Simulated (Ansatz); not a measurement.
Reaction: BHCl2 (dichloroborane, SMILES ClBCl) → BHCl (SMILES [BH]Cl, doublet) + Cl (doublet) (the B-Cl bond breaks)
Each species at its own B3LYP-D3(BJ)/def2-TZVP minimum (Ansatz, an electronic-structure program).

Property: bond dissociation energy (electronic), in kcal/mol. Open shells are spin-unrestricted; no spin-orbit coupling. CBS(X,Y): correlation extrapolated as X^-3, Hartree-Fock from the larger set (Q,5: extrapolated as (X+1)exp(-9√X)). A bracket is a step between two methods taken in the basis named. Functionals run without relativity, which enters their misses. Double hybrids freeze cores in their MP2 part. 'core' is core correlation in cc-pwCVTZ (1s frozen past Ne), 'X2C' scalar relativity in cc-pVTZ-DK, both at CCSD(T).

CCSD(T)/CBS(cc-pV(Q+d)Z,cc-pV(5+d)Z) + [CCSDT(Q) - CCSD(T)]/cc-pV(T+d)Z + core + X2C (Ansatz) gives 125.0 kcal/mol.

**Question.** What does PBE/def2-TZVPD (Ansatz) give here, and how do the other levels compare?

**Answer.** PBE gives 124.1 kcal/mol, 0.9 kcal/mol below it. Differences of the others: B3LYP/def2-TZVPD (Ansatz) -6.4; PBE0/def2-TZVPD (Ansatz) -2.5; wB97M-V/def2-TZVPD (Ansatz) 1.4; B2PLYP/def2-TZVPD (Ansatz) -3.9; CCSD(T)/CBS(cc-pV(Q+d)Z,cc-pV(5+d)Z) + core + X2C (Ansatz) 0.2 kcal/mol. Nearer than PBE: CCSD(T)/CBS(cc-pV(Q+d)Z,cc-pV(5+d)Z) + core + X2C.
